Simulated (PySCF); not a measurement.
Precursor series Hf Cl-F. Isolated molecules, 0 K electronic values unless said otherwise.

Computed with TPSSh-D3(BJ)/def2-TZVP // r2SCAN-D4/def2-SVP (PySCF). 

```tsv
species	HOMO (eV)	mean distance from the central atom to its bonded neighbours (Å)	HOMO–LUMO gap (eV)
0 of 4 Cl replaced by F ([Hf(Cl)4])	-8.99	(withheld)	6.34
1 of 4 Cl replaced by F ([Hf(Cl)3(F)])	(withheld)	2.227	6.57
2 of 4 Cl replaced by F ([Hf(Cl)2(F)2])	-9.07	2.121	6.94
3 of 4 Cl replaced by F	(withheld)	2.014	7.59
4 of 4 Cl replaced by F ([Hf(F)4])	-11.02	1.908	9.89
```

Q: Fill in the missing entries.

A: 
- 0 of 4 Cl replaced by F ([Hf(Cl)4]), mean distance from the central atom to its bonded neighbours (Å): 2.333
- 1 of 4 Cl replaced by F ([Hf(Cl)3(F)]), HOMO (eV): -8.98
- 3 of 4 Cl replaced by F, HOMO (eV): -9.24
